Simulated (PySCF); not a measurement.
Compound: C4H8F2O2.
Geometry (PBE0-D3(BJ)/def2-SVP, Å), atoms numbered from 1 in this order:
```xyz
16
C4H8F2O2 angstrom
C      2.787   -0.481   -0.299
O      1.617   -0.127    0.397
C      0.530    0.118   -0.384
F      0.092   -1.049   -0.989
C     -0.572    0.661    0.497
O     -1.712    0.981   -0.258
C     -2.692    0.024   -0.283
F     -3.368   -0.014    0.907
H      2.654   -1.422   -0.856
H      3.582   -0.613    0.444
H      3.086    0.314   -1.008
H      0.759    0.814   -1.217
H     -0.790   -0.074    1.290
H     -0.209    1.578    0.983
H     -3.398    0.311   -1.078
H     -2.280   -0.984   -0.463
```

All values: CAM-B3LYP/def2-SVPD (PySCF, non-relativistic), on one gas-phase PBE0-D3(BJ)/def2-SVP geometry that isn't relaxed in the solvent. The solvent is an IEF-PCM continuum (cavity from Bondi-type radii × 1.2), and excitations are vertical TDDFT with non-equilibrium linear response and a frozen core. Only the electrostatic response of the medium enters.

Gas-phase singlets (H = HOMO, L = LUMO):

| state | E (eV) | λ (nm) | f | leading configurations |
| --- | --- | --- | --- | --- |
| S1 | 8.276 | 150 | 0.025 | H-1→L 68%, H→L 17% |
| S2 | 8.402 | 148 | 0.010 | H→L+1 37%, H→L 36% |
| S3 | 8.965 | 138 | 0.007 | H→L+2 32%, H→L+1 22% |
| S4 | 9.042 | 137 | 0.010 | H-1→L+3 25%, H-1→L+4 23% |
| S5 | 9.124 | 136 | 0.029 | H→L+3 29%, H→L+2 24% |

Problem. Give the list for dichloromethane (ε = 8.93), n² = 2.03.

Solution. 
```
state  E (eV)  λ (nm)      f    leading configurations  change by rank (eV)
   S1   8.315     149  0.020        H→L 47%, H-1→L 22%               +0.039
   S2   8.429     147  0.011        H-1→L 41%, H→L 23%               +0.027
   S3   9.024     137  0.028      H→L+2 54%, H→L+1 16%               +0.059
   S4   9.094     136  0.014    H→L+4 24%, H-1→L+1 14%               +0.052
   S5   9.162     135  0.023  H-1→L+2 15%, H-1→L+4 11%               +0.038
```

Problem. How do the frontier levels move from gas to dichloromethane?

Solution. 
```
orbital  gas (eV)  solvent (eV)  change (eV)                   Löwdin shares, gas              Löwdin shares, solvent
 LUMO+2      2.05          2.14        +0.09  O6 17 %, O2 16 %, H12 15 %, H13 9 %  O6 23 %, O2 17 %, H13 10 %, F8 9 %
 LUMO+1      1.70          1.82        +0.12   C7 19 %, O6 10 %, H15 10 %, C1 9 %  C1 17 %, C7 14 %, F8 11 %, O6 10 %
   LUMO      1.24          1.45        +0.21   C1 26 %, C3 10 %, H11 9 %, H10 8 %   C1 16 %, C7 11 %, C3 10 %, C5 9 %
   HOMO    -10.00         -9.94        +0.06    O6 43 %, C5 11 %, C3 10 %, C7 7 %   O6 25 %, O2 24 %, C3 10 %, C5 8 %
 HOMO-1    -10.23        -10.07        +0.16    O2 55 %, C1 13 %, H9 6 %, H11 6 %   O2 36 %, O6 21 %, C1 11 %, C3 5 %
 HOMO-2    -10.87        -10.85        +0.02    O6 32 %, F8 18 %, C7 13 %, C5 9 %  O6 29 %, F8 15 %, C7 12 %, C5 10 %
 HOMO-3    -11.32        -11.17        +0.15    O2 37 %, C1 12 %, F4 10 %, O6 9 %   O2 34 %, C1 13 %, O6 12 %, F4 7 %
```

The HOMO–LUMO gap goes from 11.24 to 11.39 eV. Rows go by rank; for HOMO-1, HOMO and LUMO the atom shares or the degeneracy differ between the runs, so the row needn't follow one orbital.
